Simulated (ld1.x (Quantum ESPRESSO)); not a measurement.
# Which change was made? (Te, TM)

* Element: Te
* Generator: ld1.x (Quantum ESPRESSO) 7.5
* Type: norm-conserving Troullier–Martins (Kleinman–Bylander form)
* Functional: BLYP
* Relativity: scalar-relativistic
* Frozen core: [Kr] 4d10
* Valence charge: 6
* Reference configuration: 5s2 5p4
* Partial waves: 5s (bound): rc 1.40 bohr; 5p (bound): rc 1.90 bohr; 5d channel at -0.1 Ry: rc 2.05 bohr
* Local potential: all-electron potential smoothed inside 1.90 bohr (lloc = -1)
* Core correction: a·sin(br)/r model core inside 1.45 bohr

Cutoffs, loose and tight: the cutoffs (Ry, on a coarse ladder) from which the occupation-weighted sum of valence levels, in a spherical-Bessel basis at the reference potential, stays within 10 and 1 mRy of its value at 400 Ry. They do not see the model core or the augmentation charge, which bear on the density cutoff. Test errors are all-electron minus pseudo excitation energies from the reference, over the configurations 5s2 5p3; 5s2 5p2; 5s2 5p1; 5s1 5p4; 5s2 5p3.5; 5s0 5p6; 5s2 5p4.3; variants that change the core or the reference have their own tests.

The base gives: outcome: generated; cutoff, loose: 60 Ry; cutoff, tight: 160 Ry; bound ghosts: s; largest test error (meV): -49.

**Question.** After one change the result is: outcome: generated; cutoff, loose: 70 Ry; cutoff, tight: 160 Ry; bound ghosts: s; largest test error (meV): +28. Which change was it?
A. wave 5p (bound): rc 1.90 bohr becomes 5p (bound): rc 1.62 bohr
B. wave 5p (bound): rc 1.90 bohr becomes 5p (bound): rc 1.20 bohr
C. wave 5p (bound): rc 1.90 bohr becomes 5p (bound): rc 2.88 bohr

**Answer.** A. The others give: wave 5p (bound): rc 1.90 bohr becomes 5p (bound): rc 1.20 bohr → outcome: generated; bound ghosts: p, s; largest test error (meV): -72 | wave 5p (bound): rc 1.90 bohr becomes 5p (bound): rc 2.88 bohr → outcome: generated; cutoff, loose: 55 Ry; cutoff, tight: 160 Ry; bound ghosts: none; largest test error (meV): -21.
